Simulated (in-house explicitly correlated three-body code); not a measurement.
Computed with an exponentially correlated three-body code. Model: two electrons around a point charge, non-relativistic, variational in 260 exponentially correlated functions (energies converged to about 1e-7 hartree, or 1e-8 relative for large Z).

Command:
```bash
python run_hyl.py task.json out
```
Settings (lengths in bohr, energies in hartree):
```
Z                      9
nuclear_mass           34622.97
interaction_strength   1
functions              260
states_tried           13
```

Run time, properties included: 32 s on 1 thread of Arm Neoverse V2, with other jobs on the host.

**Those bound S and P states to n = 4 that converged, binding against the one-electron ion.**

Given: nuclear charge 9; mass of the centre 34623 electron masses.

Computed: one-electron threshold -40.4988303 hartree.

```tsv
term	energy (hartree)	binding (eV)
1 1S	-75.5294995	953.23
2 3S	-48.9802213	230.79
2 3P	-48.6671678	222.27
2 1S	-48.6506535	221.82
2 1P	?	?
3 3S	-44.1878226	100.38
3 3P	?	?
3 1S	-44.1006904	98.012
3 1P	-44.0392019	96.338
4 3S	-42.5538118	55.919
4 3P	-42.5187916	54.966
4 1S	-42.5185237	54.959
4 1P	-42.4928009	54.259
```

(1) What belongs in the row 2 1P?

(2) What belongs in the row 3 3P?

**Converged states only, values per electron or pair.**

```tsv
term	mean r (bohr)	mean r squared (bohr²)	mean inverse r (1/bohr)	mean r12 (bohr)	mean inverse r12 (1/bohr)	mean cosine	mean p1 dot p2 (bohr⁻²)	delta r1 (bohr⁻³)	delta r12 (bohr⁻³)
1 1S	0.17395	0.040573	8.6873	0.25639	5.3124	-0.014743	1.0831	215.32	23.248
2 3S	0.43879	0.3129	5.5308	0.73866	1.5947	-0.0049468	0.082045	127.88	-
2 3P	?	?	?	?	?	?	?	?	-
2 1S	0.45147	0.3347	5.509	0.75584	1.8604	-0.0076014	0.094499	127.16	4.027
2 1P	0.3984	0.2567	5.4951	0.6444	2.0336	0.050555	4.8564	116.23	1.0762
3 3S	0.89763	1.5241	4.953	1.6402	0.77803	-0.0016495	0.024031	119.43	-
3 3P	0.85358	1.3857	4.9477	1.5546	0.85365	-0.017416	-1.1808	115.78	-
3 1S	0.91612	1.5944	4.9472	1.6753	0.84859	-0.0024331	0.029742	119.28	1.1733
3 1P	?	?	?	?	?	?	?	?	?
4 3S	1.544	4.818	4.7535	2.9277	0.45462	-0.00071652	0.010038	117.44	-
4 3P	1.5062	4.6114	4.7513	2.8531	0.48525	-0.0068702	-0.45998	115.92	-
4 1S	1.5686	4.9827	4.7511	2.9762	0.48312	-0.0010488	0.012773	117.38	0.4906
4 1P	1.525	4.7342	4.7494	2.8887	0.50412	0.004801	0.48579	116.02	0.15101
```

(3) What belongs in the row 2 3P?

(4) What belongs in the row 3 1P?

## Answers

(1) energy (hartree): -48.4387049; binding (eV): 216.05.

(2) energy (hartree): -44.1023804; binding (eV): 98.058.

(3) mean r (bohr): 0.38836; mean r squared (bohr²): 0.24209; mean inverse r (1/bohr): 5.5119; mean r12 (bohr): 0.64898; mean inverse r12 (1/bohr): 1.8795; mean cosine: -0.072119; mean p1 dot p2 (bohr⁻²): -5.0608; delta r1 (bohr⁻³): 115.08.

(4) mean r (bohr): 0.86783; mean r squared (bohr²): 1.4368; mean inverse r (1/bohr): 4.9432; mean r12 (bohr): 1.5777; mean inverse r12 (1/bohr): 0.89882; mean cosine: 0.012217; mean p1 dot p2 (bohr⁻²): 1.2186; delta r1 (bohr⁻³): 116.04; delta r12 (bohr⁻³): 0.34872.
